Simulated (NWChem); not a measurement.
stibine (SbH3); SMILES [SbH3]

All runs: NWChem. def2 effective core potentials on Sb; no spin-orbit coupling. Level B3LYP/def2-SVP: optimisations from one semi-empirical or force-field start; each run changes one setting, and all end within 0.3 mHa of each other.

| setting | optimisation steps |
|---|---|
| redundant internal coordinates, default thresholds | 3 |
| tight thresholds | 6 |
| symmetry off | 3 |
| Cartesian coordinates | 3 |
| trust radius 0.05 | 3 |
